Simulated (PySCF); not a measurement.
HOSn, charge +1, multiplicity 1. Atoms are numbered in the order given.

```xyz
3

O      0.0000     0.0000    -1.5649
Sn     0.0000     0.0000     0.3010
H      0.0000     0.0000    -2.5290
```
Charge +1, spin multiplicity 1.

Coordinates come from a r2SCAN-D4/def2-TZVP optimisation. The isomer is the one that the SMILES or the coordinates give; other isomers of the formula were not compared. The def2 effective core potentials stand for the cores of Sn; spin–orbit coupling is left out.

Method: TDA-PBE/def2-TZVPD in PySCF.

Vertical excitations; the highest root listed may be one member of a degenerate set.  State labels are in the subgroup C2v.

| state | symmetry | energy (eV) | λ (nm) | f | main pairs |
|---|---|---|---|---|---|
| S1 | A2 | 4.75 | 261 | 0.000 | HOMO−1→LUMO+1 50 %, HOMO→LUMO 50 % |
| S2 | A2 | 4.91 | 253 | 0.000 | HOMO→LUMO, HOMO−1→LUMO+1 (degenerate set) |
| S3 | A1 | 4.91 | 253 | 0.000 | HOMO−1→LUMO, HOMO→LUMO+1 (degenerate set) |
| S4 | A1 | 6.94 | 179 | 0.127 | HOMO→LUMO+1 40 %, HOMO−1→LUMO 40 %, HOMO−2→LUMO+2 13 % |
| S5 | B1 | 7.16 | 173 | 0.193 | HOMO−2→LUMO (degenerate set) |
| S6 | B2 | 7.16 | 173 | 0.193 | HOMO−2→LUMO+1 (degenerate set) |
| S7 | B1 | 7.60 | 163 | 0.075 | HOMO−1→LUMO+2 (degenerate set) |
| S8 | B2 | 7.60 | 163 | 0.075 | HOMO→LUMO+2 (degenerate set) |
| S9 | B1 | 9.97 | 124 | 0.055 | HOMO−1→LUMO+3 (degenerate set) |
| S10 | B2 | 9.97 | 124 | 0.055 | HOMO→LUMO+3 (degenerate set) |
| T1 | A1 | 4.24 | 293 | 0 | HOMO−1→LUMO 50 %, HOMO→LUMO+1 50 % |
| T2 | A2 | 4.43 | 280 | 0 | HOMO−1→LUMO+1, HOMO→LUMO (degenerate set) |
| T3 | A1 | 4.43 | 280 | 0 | HOMO→LUMO+1, HOMO−1→LUMO (degenerate set) |
| T4 | A2 | 4.75 | 261 | 0 | HOMO→LUMO 50 %, HOMO−1→LUMO+1 50 % |
Triplets are in the Tamm–Dancoff approximation.
